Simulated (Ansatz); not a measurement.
C₂H₉Si₂ (`C[SiH][SiH2]C`) radical. Total charge 0; spin multiplicity 2.

Cartesian coordinates in Å:
```
C -2.2952 0.4233 0.0198
Si -0.7281 1.2494 -0.6172
Si 1.1138 -0.1572 -0.8444
C 1.7166 -0.9145 0.7686
H -2.5409 -0.4551 -0.5805
H -2.1716 0.1028 1.0588
H -3.1413 1.1127 -0.0205
H -0.4273 2.4750 0.1829
H 2.2156 0.6230 -1.4757
H 0.7353 -1.2477 -1.7893
H 2.0181 -0.1359 1.4724
H 2.5755 -1.5660 0.5886
H 0.9293 -1.5097 1.2364
```

(1) What are the harmonic wavenumbers in cm⁻¹ at PBE0-D4/def2-TZVP (Ansatz, finite differences of forces, unscaled)? (Estimate.)

(2) Is this a minimum?

(3) Give the ideal-gas thermochemistry at 298.15 K and 1 bar (rigid rotor, harmonic oscillator; point group C1, symmetry number 1).

Results:

(1) Ansatz gave: 47, 104, 128, 163, 188, 385, 406, 461, 585, 657, 686, 698, 727, 766, 862, 888, 906, 927, 1265, 1269, 1444, 1447, 1450, 1452, 2177, 2195, 2205, 3043, 3050, 3122, 3135, 3142, 3142.

(2) Yes, all 33 modes are real.

(3) Zero-point energy 257.9 kJ/mol; H(298) − E = 281.8 kJ/mol; entropy 372.5 J/(mol·K), of which translation 164.9, rotation 112.2, vibration 89.7, electronic 5.8; G(298) − E = 170.8 kJ/mol. Modes under 100 cm⁻¹ are hindered rotations or soft bends, so the harmonic entropy is rough.
